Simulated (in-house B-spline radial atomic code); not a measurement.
A calculation on Zn III (Zn2+): its settings, and results tabulated from the run. Computed with an all-electron radial atomic-structure program (B-spline basis): scalar-relativistic (X2C) B3LYP, spin-polarised, spherical fractional occupations, exact exchange averaged over the configuration, Fermi nucleus of rms radius 3.9283 fm.

Command:
```bash
python run_scf.py task.json out
```
Settings (nuclear radius in fm, mass in u):
```
Z                30
configuration    [Ar] 3d10
hamiltonian      x2c
method           b3lyp
spin_polarised   True
nucleus          fermi
rms_radius       3.9283
atomic_mass      63.92914
speed_of_light   137.035999084
exact_exchange   averaged over the configuration
```

Output (hartree, bohr):
```
 radial grid: 69 intervals, B-splines of order 8, outer radius 25.5556 bohr

 iter        energy (Eh)    residual
    1       -1792.420808    3.55e-01
    2       -1790.635675    4.19e-01
    3       -1794.828937    8.64e-02
    4       -1794.966564    2.65e-02
    5       -1794.900900    5.65e-02
    6       -1794.993100    1.49e-03
    7       -1794.993163    8.06e-05
    8       -1794.993163    1.25e-05
    9       -1794.993163    1.05e-07

 total energy                     -1794.99316
 kinetic                            1827.9025
 electron-nucleus                  -4309.0701
 Hartree                             757.8462
 exact exchange                      -14.0132
 exchange-correlation                -57.6586

 orbital      occ     eigenvalue          <r>       <r^2>       <1/r>       r_max
 1s up      1.000      -352.0958    0.0499461  0.00336852     30.7597      0.0325
 1s down    1.000      -352.0958    0.0499461  0.00336852     30.7597      0.0325
 2s up      1.000       -43.8594     0.225788   0.0602147     6.67731      0.1892
 2s down    1.000       -43.8594     0.225788   0.0602147     6.67731      0.1892
 2p up      3.000       -38.1034     0.198112   0.0481436     6.47097      0.1519
 2p down    3.000       -38.1034     0.198112   0.0481436     6.47097      0.1519
 3s up      1.000        -5.7264     0.681751    0.537327     2.09926      0.5885
 3s down    1.000        -5.7264     0.681751    0.537327     2.09926      0.5885
 3p up      3.000        -4.0022     0.714128    0.602603     1.93276       0.593
 3p down    3.000        -4.0022     0.714128    0.602603     1.93276       0.593
 3d up      5.000        -1.2250     0.877263     1.01013     1.53268      0.5676
 3d down    5.000        -1.2250     0.877263     1.01013     1.53268      0.5676
```

Cost of the run: 0.7 s on 1 thread of Arm Neoverse N1 (shared host).

One-electron X2C: radii and densities carry no picture-change correction, so inner-shell <1/r> comes out high (for 1s by about 2 % at Z = 33, 5 % at 54, 10 % at 75, 30 % at 118) and <r> low.
